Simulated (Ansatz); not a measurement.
Two isomers of C3H11NO3Ti: A = `CC[N](C)[Ti]([OH])([OH])[OH]`, B = `C[O][Ti]([NH2])([O]C)[O]C`.

Isolated molecules relaxed with PBE0-D4/def2-TZVP in Ansatz; ΔE leaves out vibrations. CCSD(T)/CBS is the MP2 limit (def2-TZVPP, def2-QZVPP) plus CCSD(T) − MP2 in def2-TZVPP, frozen cores. Functionals use def2-TZVPP. For Ti outer-core shells are correlated without core-valence functions, which leaves a few kJ/mol of doubt a bond. Scalar relativity is left out up to krypton. One conformer a species, not always the lowest.

A:

```xyz
19

C    -0.765   -1.879   -0.858
C    -1.372   -0.814    0.030
N    -0.467    0.258    0.376
C    -1.122    1.296    1.143
Ti    1.346    0.550   -0.023
O     2.263   -0.994   -0.225
O     2.040    1.567    1.310
O     1.453    1.453   -1.597
H     0.080   -2.367   -0.371
H    -1.515   -2.636   -1.093
H    -0.412   -1.452   -1.801
H    -1.752   -1.280    0.953
H    -2.253   -0.381   -0.471
H    -0.422    2.092    1.407
H    -1.534    0.896    2.080
H    -1.952    1.743    0.577
H     2.738   -1.319   -0.990
H     2.901    1.524    1.727
H     0.747    1.742   -2.175
```

B:

Z-matrix (Å, degrees):
```
Ti
O 1 1.790
O 1 1.792 2 107.3
O 1 1.790 2 114.7 3 -119.2
N 1 1.891 2 108.9 3 118.6
C 1 3.034 2 114.0 3 14.8
C 1 3.056 2 115.5 3 -103.8
C 1 3.056 2 14.0 3 -22.3
H 5 1.010 1 124.5 2 147.2
H 5 1.010 1 124.5 2 -21.6
H 6 1.096 1 119.2 2 0.8
H 6 1.096 1 119.2 2 -135.2
H 6 1.096 1 91.2 2 112.8
H 7 1.096 1 123.3 2 -136.3
H 7 1.096 1 112.9 2 -3.4
H 7 1.097 1 94.1 2 108.6
H 8 1.097 1 94.0 2 161.9
H 8 1.096 1 113.0 2 -86.2
H 8 1.096 1 123.2 2 46.8
```

(1) Which is lower in electronic energy at CCSD(T)/CBS, and by how much? (Best estimate.)

(2) Give E(B) − E(A) in kcal/mol with HF/def2-TZVPP, r2SCAN-D4, MP2/def2-TZVPP, ωB97M-V, B2PLYP, BLYP-D4, CCSD/def2-TZVPP. (An estimate is asked.)

Largest T1 diagnostic: 0.022.

## Answers

(1) Ansatz gave: A, by 22.1 kcal/mol.

(2) The calculation gave: HF/def2-TZVPP 10.9, r2SCAN-D4 19.5, MP2/def2-TZVPP 24.1, ωB97M-V 20.7, B2PLYP 17.4, BLYP-D4 16.3, CCSD/def2-TZVPP 20.0. None reverses the order clearly.

In def2-TZVPP, CCSD(T) changes the Hartree–Fock value by +9.9 kcal/mol (the triples alone add +0.9 kcal/mol) and MP2 by +13.1 kcal/mol. From PBE to PBE0 (25 % exact exchange), in def2-TZVPP and without D4, E(B) − E(A) moves by +1.0 kcal/mol.
